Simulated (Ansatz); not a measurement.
Mulliken charges of CH₆NOSi, SMILES `CO[SiH2][NH]` radical from r2SCAN/def2-TZVPP in Ansatz (PBE0-D4/def2-TZVP geometry).

```csv
atom,x (Å),y (Å),z (Å),charge (e)
C1,-0.526,1.374,0.440,0.011
O2,-0.841,0.222,-0.307,-0.387
Si3,-0.027,-1.196,-0.190,0.560
N4,1.558,-1.313,-0.889,-0.352
H5,0.344,1.893,0.024,0.051
H6,-1.381,2.052,0.405,0.067
H7,-0.318,1.132,1.489,0.059
H8,-0.861,-2.199,-0.891,-0.071
H9,0.180,-1.535,1.247,-0.089
H10,1.955,-0.481,-1.326,0.151
```

Problem. By hand: the dipole of these point charges (1 e Å = 4.8032 D).

Solution. Σ q r = (0.003, 0.243, 0.198) e Å, of length 0.313 e Å = 1.50 D.

Problem. How does the dipole of the full density compare? (Best estimate.)

Solution. The calculation gave: (0.012, 0.414, 0.107) e Å, 2.05 D; the point charges give 0.73 times that, at 25° from its direction.

Point charges leave out the atoms' own dipoles, such as those of lone pairs, and Mulliken's split depends on the basis, so the two needn't agree.
